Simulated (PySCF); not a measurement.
Sn(H)2(OEt)(NH2), SMILES CC[O][SnH2][NH2] at its PBE0/def2-SVP optimised geometry (Å):

```
14

Sn    -0.7286    -1.5777     0.0000
N      1.3101    -1.5777     0.0000
O     -1.3199     0.3183     0.0000
C     -0.9530     1.2172     1.0128
C      0.3897     1.8754     0.7529
H     -1.4645    -2.1714    -1.4256
H     -1.2011    -2.3215     1.4716
H      1.7295    -2.3903     0.4468
H      1.7415    -1.4561    -0.9134
H     -1.7415     1.9916     1.0658
H     -0.9386     0.7340     2.0136
H      1.1928     1.1219     0.7323
H      0.6240     2.6175     1.5332
H      0.3772     2.3903    -0.2203
```

Method: PBE0/def2-TZVP, def2 effective core potentials past Kr (PySCF 2.14.0). The core electrons that the potentials of Sn replace are not part of the density. Cells within 0.4 Å of a nucleus heavier than hydrogen are left out (blank, or x).

Map of the electron localisation function on the plane z = 0.6 Å:

```
|0000000000000000000000000000000|
|0000000000000000000000000000000|
|0000000000000000000000000000000|
|0000000000000000010000000000000|
|0000000242000001222100000000000|
|0000004898400013443210000000000|
|0000038999820135665310000000000|
|0000059999952245665320000000000|
|0000048999974563xx4432100000000|
|0000015899986783xx6876420000000|
|0000001357754797259999851000000|
|0000000013431587689999971000000|
|0000000013676543489999840000000|
|0000001246787521159997200000000|
|0000012467776410002210000000000|
|0000013567776410000000000000000|
|0000012456765310001233321000000|
|0000001123432111136888763100000|
|0000000011111211268998864100000|
|0000000011124431278998753100000|
|0000000122235641267888742000000|
|0000000133224531256788752000000|
|0000000245322221245799974100000|
|0000000256532221124899985100000|
|0000000246765321113899986200000|
|0000000135666421002689985100000|
|0000000023454310000367763000000|
|0000000001222100000124420000000|
|0000000000010000000000000000000|
|0000000000000000000000000000000|
|0000000000000000000000000000000|
```
Scale: ten equal steps from 0.000 (start of '0') to 0.999 (end of '9'), in the order '0123456789'; x runs from -4.50 to 4.50, y from -4.50 (bottom) to 4.50 (top).
